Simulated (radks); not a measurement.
The nuclear charge of neutral palladium is varied continuously with 46 electrons held in [Kr] 4d10. All-electron calculation, scalar-relativistic Kohn-Sham, r2SCAN, spin-polarised, spherical densities, finite nucleus; meta-GGA in the generalised Kohn-Sham scheme; Fermi nuclear charge, rms radius 4.5318 fm. Program: a radial shooting solver on a logarithmic mesh with Libxc functionals. By the Hellmann-Feynman theorem dE/dZ = E(electron-nucleus)/Z, the electronic potential at the nucleus (averaged over a nucleus of fixed radius). The scalar-relativistic energy here is not variational (the density holds large components alone), so the two differ by a part that grows with Z.

[
 {"Z": "45.8", "E (hartree)": "-4993.49140", "E(electron-nucleus)/Z (hartree)": "-263.497", "HOMO": "4d", "e(HOMO) (eV)": "-2.163", "<r> HOMO (bohr)": "1.632"},
 {"Z": "45.9", "E (hartree)": "-5019.95443", "E(electron-nucleus)/Z (hartree)": "-264.303", "HOMO": "4d", "e(HOMO) (eV)": "-3.067", "<r> HOMO (bohr)": "1.603"},
 {"Z": "46", "E (hartree)": "-5046.49859", "E(electron-nucleus)/Z (hartree)": "-265.109", "HOMO": "4d", "e(HOMO) (eV)": "-4.022", "<r> HOMO (bohr)": "1.576"},
 {"Z": "46.1", "E (hartree)": "-5073.12381", "E(electron-nucleus)/Z (hartree)": "-265.913", "HOMO": "4d", "e(HOMO) (eV)": "-5.024", "<r> HOMO (bohr)": "1.551"},
 {"Z": "46.2", "E (hartree)": "-5099.83002", "E(electron-nucleus)/Z (hartree)": "-266.717", "HOMO": "4d", "e(HOMO) (eV)": "-6.069", "<r> HOMO (bohr)": "1.527"},
 {"Z": "46.3", "E (hartree)": "-5126.61716", "E(electron-nucleus)/Z (hartree)": "-267.520", "HOMO": "4d", "e(HOMO) (eV)": "-7.156", "<r> HOMO (bohr)": "1.505"},
 {"Z": "46.4", "E (hartree)": "-5153.48519", "E(electron-nucleus)/Z (hartree)": "-268.323", "HOMO": "4d", "e(HOMO) (eV)": "-8.282", "<r> HOMO (bohr)": "1.484"},
 {"Z": "46.5", "E (hartree)": "-5180.43405", "E(electron-nucleus)/Z (hartree)": "-269.125", "HOMO": "4d", "e(HOMO) (eV)": "-9.446", "<r> HOMO (bohr)": "1.464"},
 {"Z": "46.6", "E (hartree)": "-5207.46371", "E(electron-nucleus)/Z (hartree)": "-269.927", "HOMO": "4d", "e(HOMO) (eV)": "-10.646", "<r> HOMO (bohr)": "1.445"},
 {"Z": "46.7", "E (hartree)": "-5234.57415", "E(electron-nucleus)/Z (hartree)": "-270.729", "HOMO": "4d", "e(HOMO) (eV)": "-11.882", "<r> HOMO (bohr)": "1.427"},
 {"Z": "46.8", "E (hartree)": "-5261.76534", "E(electron-nucleus)/Z (hartree)": "-271.530", "HOMO": "4d", "e(HOMO) (eV)": "-13.151", "<r> HOMO (bohr)": "1.410"},
 {"Z": "46.9", "E (hartree)": "-5289.03726", "E(electron-nucleus)/Z (hartree)": "-272.331", "HOMO": "4d", "e(HOMO) (eV)": "-14.454", "<r> HOMO (bohr)": "1.393"},
 {"Z": "47", "E (hartree)": "-5316.38988", "E(electron-nucleus)/Z (hartree)": "-273.132", "HOMO": "4d", "e(HOMO) (eV)": "-15.788", "<r> HOMO (bohr)": "1.378"}
]

The central difference of E at Z = 46 is -265.847 hartree, to compare with the third column; the second derivative is -8.11 hartree.
